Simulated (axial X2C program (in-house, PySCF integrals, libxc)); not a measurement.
# HfF: properties at the nuclei

Calculated with an in-house all-electron X2C program for linear molecules (integrals from PySCF): two-component X2C with atomic mean-field Coulomb and Gaunt terms, Gaussian nuclei, basis Hf dyall-cv3z, F dyall-av3z with contracted cores.

R = 1.853 Å (near the PBE0 minimum at charge 0 of the determinant lowest at the starting distance; the state shown can have its own minimum elsewhere).

Input and command:
```json
{"zs": [72, 9], "q": 0, "bas": ["dyall-cv3z", "dyall-av3z"], "r0": 2.16, "levels": ["PBE0", "HF", "r2SCAN", "LDA", "TPSSh"], "nst": 3}
```
```bash
python soeom.py task.json out
```

Keys: zs atomic numbers; q charge; bas basis sets; r0 starting distance in Å; levels methods; nst determinants followed.

Determinant lowest in the PBE0 search, Ω = 3/2 (⟨Sz⟩ = -0.48, ⟨Lz⟩ = 1.98 at PBE0), spin on the atoms Hf -0.50, F 0.01:

```json
{"level": "PBE0", "Eeff magnitude (GV/cm)": "14.9", "Ws magnitude Hf (kHz)": "9.53", "A∥/gI Hf (MHz)": "491", "qzz Hf (a.u.)": "-3.31", "A∥/gI F (MHz)": "6.01", "qzz F (a.u.)": "0.14", "μ (D)": "-1.61"}
{"level": "HF", "Eeff magnitude (GV/cm)": "81", "Ws magnitude Hf (kHz)": "52.5", "A∥/gI Hf (MHz)": "-268", "qzz Hf (a.u.)": "-4.81", "A∥/gI F (MHz)": "5.74", "qzz F (a.u.)": "0.03", "μ (D)": "-1.05"}
{"level": "r2SCAN", "Eeff magnitude (GV/cm)": "21.3", "Ws magnitude Hf (kHz)": "13.5", "A∥/gI Hf (MHz)": "233", "qzz Hf (a.u.)": "-3.57", "A∥/gI F (MHz)": "9", "qzz F (a.u.)": "0.14", "μ (D)": "-1.41"}
{"level": "LDA", "Eeff magnitude (GV/cm)": "5.43", "Ws magnitude Hf (kHz)": "3.64", "A∥/gI Hf (MHz)": "632", "qzz Hf (a.u.)": "-2.12", "A∥/gI F (MHz)": "5.27", "qzz F (a.u.)": "0.13", "μ (D)": "-1.66"}
{"level": "TPSSh", "Eeff magnitude (GV/cm)": "14.6", "Ws magnitude Hf (kHz)": "9.21", "A∥/gI Hf (MHz)": "519", "qzz Hf (a.u.)": "-3.17", "A∥/gI F (MHz)": "5.99", "qzz F (a.u.)": "0.12", "μ (D)": "-1.51"}
```

Determinant 0.37 eV from it at PBE0 and this distance, Ω = 5/2 (⟨Sz⟩ = 0.50, ⟨Lz⟩ = 2.00 at PBE0), spin on the atoms Hf 0.51, F -0.01:

```
 level  Eeff magnitude (GV/cm)  Ws magnitude Hf (kHz)  A∥/gI Hf (MHz)  qzz Hf (a.u.)  A∥/gI F (MHz)  qzz F (a.u.)  μ (D)
  PBE0                    13.7                   5.11             347          -3.56          -1.83          0.14  -1.62
    HF                    59.9                   22.5             644          -5.93          -5.73          0.02  -1.04
r2SCAN                    22.3                   8.34             560          -3.93          -2.49          0.15  -1.41
   LDA                    5.98                   2.25             319          -2.41         -0.038          0.13  -1.66
 TPSSh                    14.8                   5.45             360          -3.48          -1.12          0.13  -1.52
```

Eeff is the effective electric field on the electron electric dipole moment in this Ω state and Ws the scalar–pseudoscalar constant of the nucleus named (defined with the proton number Z and per Ω); A∥ (defined per Ω) follows by multiplying with gI = μI/(I μN); qzz is the electric field gradient, eQq0 = 234.96 MHz × Q/barn × qzz; μ is positive if the F end (last atom) is positive. The operators were transformed with the bare-nucleus X2C matrices; with these basis sets, hyperfine constants and field gradients can be off by tens of per cent, and where levels differ in sign neither size nor sign is settled.

With gI(19F) = 5.2577 (g factors from the IAEA table of nuclear moments by Stone), turn the PBE0 values of the first state into constants in MHz.

A∥(19F) = 6.01 × 5.2577 = 31.6 MHz.

Each state is one determinant with collinear spin. Unrestricted Hartree–Fock can overshoot spin polarisation at the nuclei. Where Eeff spreads by more than a factor of two the levels disagree and none is to be relied on. The search compared states at one distance, so a state with another bond length can lie lower. Further determinants of the search, some of them spin-mixed, are not shown. Where a field gradient or hyperfine factor spreads by more than a factor of two over the levels, a constant derived from it is not to be relied on. PBE0 term energies can be off by some tenths of an eV.
